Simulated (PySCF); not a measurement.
# C$_{10}$H$_{8}$N$_{2}$: calculation and literature

Geometry:
| atom | x (Å) | y (Å) | z (Å) |
| --- | --- | --- | --- |
| C1 | 3.410 | -0.049 | 0.561 |
| C2 | 2.914 | 0.827 | -0.394 |
| C3 | 1.552 | 0.856 | -0.628 |
| C4 | 0.727 | 0.003 | 0.106 |
| C5 | -0.727 | -0.001 | -0.106 |
| C6 | -1.552 | -0.855 | 0.628 |
| C7 | -2.914 | -0.826 | 0.393 |
| C8 | -3.410 | 0.049 | -0.562 |
| C9 | -2.508 | 0.858 | -1.238 |
| N10 | -1.207 | 0.838 | -1.022 |
| N11 | 1.207 | -0.837 | 1.022 |
| C12 | 2.507 | -0.857 | 1.237 |
| H13 | 4.466 | -0.104 | 0.776 |
| H14 | 3.581 | 1.474 | -0.945 |
| H15 | 1.108 | 1.515 | -1.356 |
| H16 | -1.109 | -1.513 | 1.357 |
| H17 | -3.581 | -1.474 | 0.944 |
| H18 | -4.466 | 0.103 | -0.777 |
| H19 | -2.843 | 1.559 | -1.992 |
| H20 | 2.842 | -1.558 | 1.992 |

Method: geometry from GFN2-xTB, σ from GIAO-PBE0/pcSseg-1, in PySCF 2.14.0 with density-fitted response routines (isolated molecule, no relativistic terms, equivalent nuclei averaged, single conformer).

Reference values: estimated from measurements, as parent shift plus tabulated substituent increment (solution, not stated per compound (mostly CDCl3 or CCl4); Pretsch, Buehlmann, Badertscher, Structure Determination of Organic Compounds, 4th ed. (2009)).
```csv
atoms,quantity,reference,computed,"computed, scaled"
H19/H20,δ ¹H,8.59,9.01,8.59
H15/H16,δ ¹H,8.52,9.29,8.86
H14/H17,δ ¹H,7.66,8.12,7.75
H13/H18,δ ¹H,7.14,7.41,7.08
```

Computed shifts are σ(ref) − σ with the named reference compound (TMS for H and C) calculated as an isolated molecule at the same level. The measured values may be among those fitted. Scaled to experiment by linear calibration (H and C: mostly CDCl3 data, vs TMS): ¹H: δ = 30.01 − 0.943σ (rms 0.17 ppm, 504 shifts, 0.18 ppm with the 4 outliers that the fit left out). Occasional misses reach two or three times the rms, and more in compound classes unlike the fitted ones.

Problem. How far are the unscaled ¹H shifts from the references?

Solution. Mean signed difference +0.48 ppm, mean absolute 0.48 ppm over 4 comparisons; the largest is +0.77 ppm at H15/H16 (hydrogen on an aromatic CH).
